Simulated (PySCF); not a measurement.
**Static response to an electric field**

Species: C4H9FSSi2.
Cartesian coordinates in Å at the GFN2-xTB level; atoms count from 1:
```
atom  x, y, z in Å
C1     2.6976    0.5903    0.8137
S2     2.2744   -1.0124    1.5674
Si3    0.8411   -1.7221    0.1315
C4    -0.6067   -0.5320    0.0824
C5    -1.5807   -0.4417   -0.8409
C6    -2.5024    0.6575   -0.3869
Si7   -1.3604    0.8578    1.1453
F8    -0.5428    2.2547    1.1505
H9     1.8135    1.2178    0.7654
H10    3.4457    1.0504    1.4502
H11    3.1057    0.4274   -0.1792
H12    0.4734   -3.0333    0.6464
H13    1.5126   -1.7919   -1.1676
H14   -1.7033   -1.0232   -1.7418
H15   -2.5454    1.4932   -1.0852
H16   -3.5250    0.3213   -0.2234
H17   -1.8043    0.6983    2.5116
```

Level: B3LYP/def2-SVPD (PySCF), static field, nuclei fixed, core orbitals frozen in the response. The polarisability tensor in these axes (au):

```
x   130.75  -8.02  14.06
y    -8.02 111.94   5.71
z    14.06   5.71 110.57
```

Question: What are the eigenvalues, a third of the trace, and Δα (Δα² = ½Σ(αi − αj)² over the three pairs)?

Answer: Principal values 97.76, 116.69 and 138.80 au; mean 117.75 au = 17.45 Å³ = 19.41 × 10⁻⁴⁰ C²·m²/J; Δα = 35.57 au (30 % of the mean).

Question: What is the dipole moment, and where does it point?

Answer: (-2.03, 0.02, -1.59) D, 2.58 D in size, pointing from the negative to the positive side. Measured along this direction, the outermost atoms are H10 at the negative end and H16 at the positive end.

Question: Molar refractivity from α?

Answer: Lorentz–Lorenz: R = (4π/3)N_A α = 2.5225 cm³/(mol·Å³) × 17.45 Å³ = 44.0 cm³/mol, in the limit of long wavelengths.

Question: Give the principal axes and the span of the nuclei along them.

Answer: Largest value along (0.89, -0.18, 0.41), where the nuclei span 6.79 Å; middle along (-0.09, 0.82, 0.56), 4.82 Å; least along (-0.44, -0.54, 0.72), 3.94 Å. The response follows the extents in order.

Question: Sum over states: ᾱ = Σ f/ω², ω in Eh. What share falls to these 8 lowest TDDFT singlets (eV, f)? 4.36, 0.0009; 5.35, 0.0009; 5.54, 0.0059; 5.74, 0.0007; 5.92, 0.0205; 6.01, 0.0179; 6.11, 0.0941; 6.12, 0.0133.

Answer: They add up to 3.14 au, 2.7 % of the 117.75 au; the largest single term is 1.86 au, from the state at 6.11 eV. Terms in order: 0.04, 0.02, 0.14, 0.02, 0.43, 0.37, 1.86, 0.26 au. Higher excitations give the rest. The strengths listed sum to 0.154.

Question: How large is μ²/3kT at 350 K beside α?

Answer: In Gaussian units μ²/3kT = 45.77 Å³ against 17.45 Å³, a ratio of 2.62; the Debye molar polarisation (4π/3)N_A(α + μ²/3kT) is 159.5 cm³/mol, leaving out the vibrational part.

Isolated species at its GFN2-xTB geometry (one conformer only).
